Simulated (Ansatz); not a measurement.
The cluster Hf₂Si⁺. The state is a doublet with charge 1. Geometry r2SCAN-D4/def2-TZVP, that of the neutral singlet; atoms count from 1.

```xyz
3

Hf    0.727    1.252   -0.261
Hf   -1.441   -0.036    0.295
Si    0.714   -1.216   -0.033
```

In the def2 sets Hf takes a core potential; there is no spin–orbit coupling. The structure comes from a short search, and lower isomers may exist.

Q: Estimate the Mulliken populations from the PBE0/def2-TZVP orbitals of Ansatz.

A: 
| atom | charge (e) | spin (α − β) | d electrons |
| --- | --- | --- | --- |
| Hf1 | 0.53 | 0.51 | 2.19 |
| Hf2 | 0.53 | 0.51 | 2.19 |
| Si3 | -0.06 | -0.02 | – |
Mulliken values depend strongly on the basis.

Q: Where does the spin sit?

A: Summed by element: Hf 1.02, Si -0.02, of 1 unpaired in all. Largest on single atoms: Hf2 0.51, Hf1 0.51, Si3 -0.02.

Q: And the Mayer bond orders between heavy atoms (over 0.3)?

A: Hf1–Hf2 2.45 (2.58 Å); Hf1–Si3 1.58 (2.48 Å); Hf2–Si3 1.58 (2.48 Å).
